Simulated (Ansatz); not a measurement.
O2Ti (`[O]=[Ti]=[O]`), relaxed with RKS PBE0-D4/def2-TZVP in Ansatz from a GFN2-xTB geometry. The force threshold is 0.005 eV/Å; the program also tests the step.

Charge 0, multiplicity 1.

Start:

```xyz
3

O    -0.267   -0.446    1.295
Ti   -0.525   -0.075   -0.271
O     0.792    0.521   -1.024
```

| step | energy (eV) | largest force (eV/Å) | largest move (Å) |
| --- | --- | --- | --- |
| 1 | -27201.9475 | 0.120 | 0.000 |
| 2 | -27201.9500 | 0.067 | 0.008 |
| 3 | -27201.9509 | 0.025 | 0.009 |
| 4 | -27201.9509 | 0.016 | 0.001 |
| 5 | -27201.9509 | 0.000 | 0.000 |

End:

```xyz
3

O    -0.255   -0.440    1.285
Ti   -0.536   -0.077   -0.277
O     0.791    0.517   -1.008
```

Run time 3.3 s (2 threads of a server CPU on a shared host); peak host memory 0.2 GiB.
